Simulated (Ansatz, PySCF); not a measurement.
Constitutional and geometric isomers with formula CH6OSi2. Isolated molecules, 0 K electronic values unless said otherwise. One relaxed conformer stands for each flexible species; it need not be the lowest. Strings in code marks are SMILES.

Quantity: electronic energy of isomers of CH6OSi2 relative to `C=[SiH]O[SiH3]` (C–Si–O–Si torsion 1°), in eV. The restricted reference of `C=[SiH][SiH2]O` and `CO[SiH]=[SiH2]` is unstable towards unrestricted orbitals.

Level 1: frozen-core CCSD(T)/cc-pVTZ // B3LYP-D3(BJ)/def2-TZVP (Ansatz, a program for electronic structure)
Level 2: B3LYP/LANL2DZ // B3LYP-D3(BJ)/def2-TZVP (PySCF)
Level 3: BP86/6-31G* // B3LYP-D3(BJ)/def2-TZVP (PySCF)
Level 4: SVWN5/6-31G* // B3LYP-D3(BJ)/def2-TZVP (PySCF)

| species | level 1 | level 2 | level 3 | level 4 |
|---|---|---|---|---|
| `[SiH3][Si@@H]1CO1` | 1.53 | 1.60 | 0.97 | 0.91 |
| `C=[SiH][SiH2]O` (C–Si–Si–O torsion -11°, Si–Si–O–H torsion -47°) | 0.94 | 0.76 | 0.82 | 0.83 |
| `CO[SiH]=[SiH2]` (C–O–Si–Si torsion 142°) | 1.74 | 1.37 | 1.13 | 1.03 |
